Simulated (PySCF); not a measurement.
# Two-photon absorption: cyclopropylbenzene, C₉H₁₀

Geometry:
| atom | x (Å) | y (Å) | z (Å) |
| --- | --- | --- | --- |
| C1 | 2.763 | -0.042 | -0.196 |
| C2 | 2.171 | 1.078 | -0.777 |
| C3 | 0.786 | 1.234 | -0.746 |
| C4 | -0.036 | 0.278 | -0.137 |
| C5 | -1.509 | 0.479 | -0.123 |
| C6 | -2.348 | 0.050 | 1.053 |
| C7 | -2.461 | -0.684 | -0.241 |
| C8 | 0.573 | -0.843 | 0.443 |
| C9 | 1.956 | -1.002 | 0.414 |
| H10 | 3.848 | -0.167 | -0.218 |
| H11 | 2.791 | 1.838 | -1.259 |
| H12 | 0.330 | 2.116 | -1.204 |
| H13 | -1.825 | 1.402 | -0.618 |
| H14 | -3.169 | 0.703 | 1.360 |
| H15 | -1.829 | -0.436 | 1.884 |
| H16 | -2.020 | -1.682 | -0.314 |
| H17 | -3.361 | -0.547 | -0.846 |
| H18 | -0.039 | -1.609 | 0.928 |
| H19 | 2.408 | -1.885 | 0.873 |

Method: TDDFT CAM-B3LYP/aug-cc-pVDZ excited states, vertical, gas phase in PySCF 2.14.0. Geometry: PBE0-D3(BJ)/def2-SVP.

(1) Give the one- and two-photon strengths of the lowest singlets.

Results:

(1) δ for parallel linear polarisation; σ at the peak of a Lorentzian of half width 0.1 eV, single beam; Ω is circular over linear.
| state | E (eV) | f | photon λ (nm) | δ (au) | σ (GM) | Ω | main |
| --- | --- | --- | --- | --- | --- | --- | --- |
| S1 | 5.26 | 0.007 | 471 | 6.63 | 0.07 | 1.44 | HOMO→LUMO+3 0.43, HOMO→LUMO+5 0.21 |
| S2 | 5.83 | 0.112 | 425 | 68.2 | 0.85 | 0.56 | HOMO→LUMO+5 0.44, HOMO→LUMO+3 0.30 |
| S3 | 6.00 | 0.000 | 413 | 80.8 | 1.07 | 1.50 | HOMO→LUMO 0.87 |
| S4 | 6.29 | 0.002 | 394 | 12.6 | 0.18 | 1.50 | HOMO→LUMO+1 0.60, HOMO→LUMO+2 0.26 |
| S5 | 6.44 | 0.020 | 385 | 39 | 0.59 | 1.50 | HOMO→LUMO+2 0.50, HOMO→LUMO+1 0.25 |
| S6 | 6.50 | 0.002 | 382 | 66.7 | 1.03 | 1.50 | HOMO−1→LUMO 0.62, HOMO→LUMO+2 0.14 |
